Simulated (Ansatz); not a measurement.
`SCCCCc1ccc(/N=N/c2ccccc2)cc1`, relaxed as a singlet with RKS PBE-D4/def2-SVP in Ansatz, starting from the GFN2-xTB geometry. Force threshold 0.03 eV/Å.

Start:

Cartesian coordinates in Å:
```
S -3.902 -0.975 -4.611
C -4.426 -0.402 -2.956
C -3.742 -1.170 -1.837
C -4.174 -0.654 -0.466
C -3.442 -1.376 0.675
C -1.984 -1.020 0.698
C -1.030 -1.853 0.120
C 0.302 -1.501 0.103
C 0.720 -0.309 0.704
N 2.058 0.003 0.614
N 2.545 0.770 1.496
C 3.845 1.192 1.315
C 4.563 1.575 2.453
C 5.844 2.071 2.322
C 6.413 2.218 1.065
C 5.701 1.851 -0.067
C 4.429 1.335 0.050
C -0.236 0.534 1.285
C -1.567 0.180 1.270
H -4.340 -2.225 -4.474
H -5.512 -0.485 -2.899
H -4.150 0.652 -2.930
H -2.660 -1.066 -1.943
H -3.989 -2.232 -1.918
H -3.969 0.417 -0.401
H -5.251 -0.798 -0.347
H -3.901 -1.087 1.622
H -3.562 -2.455 0.552
H -1.340 -2.789 -0.323
H 1.044 -2.145 -0.344
H 4.107 1.450 3.423
H 6.403 2.353 3.203
H 7.411 2.622 0.970
H 6.146 1.969 -1.045
H 3.854 1.047 -0.818
H 0.092 1.463 1.724
H -2.301 0.836 1.716
```

| step | energy (eV) | largest force component (eV/Å) | SCF passes |
| --- | --- | --- | --- |
| 1 | -30653.1270 | 1.196 | 28 |
| 2 | -30653.4053 | 0.541 | 22 |
| 3 | -30653.4447 | 0.220 | 22 |
| 4 | -30653.4533 | 0.059 | 22 |
| 5 | -30653.4635 | 0.135 | 21 |
| 6 | -30653.4703 | 0.193 | 20 |
| 7 | -30653.4773 | 0.130 | 22 |
| 8 | -30653.4857 | 0.087 | 21 |
| 9 | -30653.4903 | 0.148 | 21 |
| 10 | -30653.4937 | 0.087 | 22 |
| 11 | -30653.4980 | 0.047 | 21 |
| 12 | -30653.5000 | 0.097 | 21 |
| 13 | -30653.5020 | 0.038 | 23 |
| 14 | -30653.5040 | 0.031 | 21 |
| 15 (rejected) | -30653.5040 | 0.111 | 21 |
| 16 | -30653.5055 | 0.029 | 21 |
| 17 | -30653.5066 | 0.040 | 21 |
| 18 | -30653.5066 | 0.076 | 20 |
| 19 | -30653.5075 | 0.043 | 24 |
| 20 | -30653.5078 | 0.029 | 24 |
| 21 | -30653.5081 | 0.015 | 22 |
| 22 | -30653.5082 | 0.052 | 21 |
| 23 | -30653.5087 | 0.015 | 24 |

Force components are those of the run's own axes.

End:

Cartesian coordinates in Å:
```
S -4.2225 -0.2470 -4.5527
C -4.7008 -0.1541 -2.7834
C -3.8257 -0.9836 -1.8449
C -4.2213 -0.8258 -0.3732
C -3.3630 -1.6638 0.5983
C -1.9121 -1.2458 0.6289
C -0.9312 -1.9409 -0.1074
C 0.4015 -1.5149 -0.1091
C 0.7870 -0.3794 0.6328
N 2.1527 -0.0322 0.5708
N 2.4849 0.9695 1.2733
C 3.8511 1.3219 1.2027
C 4.2480 2.4084 2.0121
C 5.5818 2.8355 2.0134
C 6.5262 2.1817 1.2042
C 6.1326 1.0982 0.3929
C 4.8049 0.6653 0.3879
C -0.1880 0.3270 1.3772
C -1.5128 -0.1057 1.3680
H -4.4835 -1.5766 -4.7058
H -5.7739 -0.4191 -2.6767
H -4.6180 0.9262 -2.5391
H -2.7632 -0.6966 -1.9932
H -3.8942 -2.0570 -2.1339
H -4.1525 0.2468 -0.0843
H -5.2882 -1.1111 -0.2408
H -3.7922 -1.5729 1.6185
H -3.4364 -2.7359 0.3170
H -1.2216 -2.8318 -0.6862
H 1.1790 -2.0459 -0.6780
H 3.4791 2.8955 2.6308
H 5.8883 3.6824 2.6468
H 7.5749 2.5165 1.2020
H 6.8771 0.5910 -0.2413
H 4.4646 -0.1767 -0.2321
H 0.1359 1.2061 1.9520
H -2.2688 0.4445 1.9524
```

By distances, no bond broke or formed. The bond that changes most is C9–N10, from 1.38 to 1.41 Å (atoms count from 1).

The force fell under the threshold at step 16, but the optimiser went on and released 0.003 eV more. No frequencies were taken in this run, so the end may be a saddle point.

Run time 69 s (2 threads of AMD EPYC 7R13 on a shared host and a share (18 GiB) of an NVIDIA H100 80GB HBM3).
